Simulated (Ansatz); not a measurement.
A run for Ansatz (a quantum-chemistry and plane-wave program): U-CCSD(T)/cc-pVTZ on GeH2O (SMILES [OH][GeH]), a point of a bond scan (R = 2.215 Å). The run froze 15 orbitals, filled d shells among them.

Ansatz 0.2 input:
```yaml
crystal:
  periodic: [false, false, false]
  atoms:
    - {symbol: Ge, position_ang: [-0.23528061, -0.20095819, 0.24734314]}
    - {symbol: H, position_ang: [-1.41085702, -0.03172168, -0.85873679]}
    - {symbol: O, position_ang: [1.02522544, 0.68082931, -0.68889534]}
    - {symbol: H, position_ang: [0.36468324, 1.45114517, -2.65812206]}
basis:
  gaussian:
    orbitals: cc-pVTZ
correlation: {method: ccsd_t, electrons: outside_noble_gas}
scf: {omitted_lower_state_checks: [cluster_reference]}
magnetization: {spin_polarized: true, initial_magnetization: 0}
```

Program output:

```
WARN ansatz: RAYON_NUM_THREADS=1 ignored (pool sized by the plan → 1); use --threads N
Functional definition: HF
these checks for a lower state are left out or cut short: cluster_reference
integrals: 0.18 GiB planned
609 factors; integrals over basis functions are off by at most 1.6e-3 eV
mean field: 0.27 GiB planned
mean field evaluation 1: about -58530.0791 eV, gradient 3.5e1 eV
mean field evaluation 2: about -58530.0819 eV, gradient 3.5e1 eV
mean field evaluation 4: about -58536.8351 eV, gradient 3.3e0 eV
mean field evaluation 8: about -58537.1208 eV, gradient 1.3e-1 eV
mean field evaluation 16: about -58537.1192 eV, gradient 5.7e-4 eV
mean field evaluation 32: about -58540.5756 eV, gradient 1.5e-6 eV
mean field evaluation 64: about -58530.3172 eV, gradient 2.3e1 eV
mean field evaluation 96: about -58540.5753 eV, gradient 4.0e-2 eV
mean field evaluation 128: about -58540.4185 eV, gradient 1.7e0 eV
mean field evaluation 160: about -58537.8429 eV, gradient 1.3e0 eV
mean field evaluation 192: about -58539.8638 eV, gradient 1.7e0 eV
mean field evaluation 224: about -58537.7833 eV, gradient 4.2e0 eV
mean field -58540.57558169 eV, -2151.3264723996 hartree, gradient 1.4e-6 eV, S^2 0.985674; 19 other end points of the search recorded, 0 dependent functions left out
15 core orbitals not correlated
reference -58540.57558169 eV, -2151.3264723996 hartree; 6, 6 occupied and 80, 80 virtual orbitals, 609 factors
second order -7.89376154 eV of doubles, -0.00000000 eV of singles
coupled cluster: 0.38 GiB planned
cycle   1  -8.24657719 eV  change   -3.5e-1 eV  update   1.0e-1
cycle   2  -8.55541518 eV  change   -3.1e-1 eV  update   4.1e-2
cycle   3  -8.69488347 eV  change   -1.4e-1 eV  update   3.7e-2
cycle   4  -8.72231008 eV  change   -2.7e-2 eV  update   2.4e-2
cycle   5  -8.76094265 eV  change   -3.9e-2 eV  update   1.7e-2
cycle   6  -8.79975267 eV  change   -3.9e-2 eV  update   1.1e-2
cycle   7  -8.80271065 eV  change   -3.0e-3 eV  update   5.8e-3
cycle   8  -8.81404881 eV  change   -1.1e-2 eV  update   4.1e-3
cycle   9  -8.81480884 eV  change   -7.6e-4 eV  update   2.6e-3
cycle  10  -8.81490189 eV  change   -9.3e-5 eV  update   1.9e-3
cycle  11  -8.81701069 eV  change   -2.1e-3 eV  update   1.2e-3
cycle  12  -8.81778840 eV  change   -7.8e-4 eV  update   6.7e-4
cycle  13  -8.81740190 eV  change    3.9e-4 eV  update   4.3e-4
cycle  14  -8.81743901 eV  change   -3.7e-5 eV  update   3.0e-4
cycle  15  -8.81729699 eV  change    1.4e-4 eV  update   2.4e-4
cycle  16  -8.81743677 eV  change   -1.4e-4 eV  update   1.9e-4
cycle  17  -8.81769754 eV  change   -2.6e-4 eV  update   1.3e-4
cycle  18  -8.81772548 eV  change   -2.8e-5 eV  update   6.0e-5
cycle  19  -8.81775157 eV  change   -2.6e-5 eV  update   3.3e-5
cycle  20  -8.81775513 eV  change   -3.6e-6 eV  update   1.6e-5
cycle  21  -8.81776211 eV  change   -7.0e-6 eV  update   1.1e-5
coupled cluster: 0.38 GiB planned
perturbative correction -0.39923301 eV, -0.0146715424 hartree
WARN: the results are in doubt because among natural orbitals full CI differs from the method by -0.098 eV
Total energy: -58549.79257680 eV, -2151.6651907227 hartree
In doubt: among natural orbitals full CI differs from the method by -0.098 eV
Checks for a lower state left out: cluster_reference
```

The run converged. Its determinant has ⟨S²⟩ = 0.99, a mixture of spin states.

Warnings raised: large difference.

Cost: around 20 core-seconds (rough).
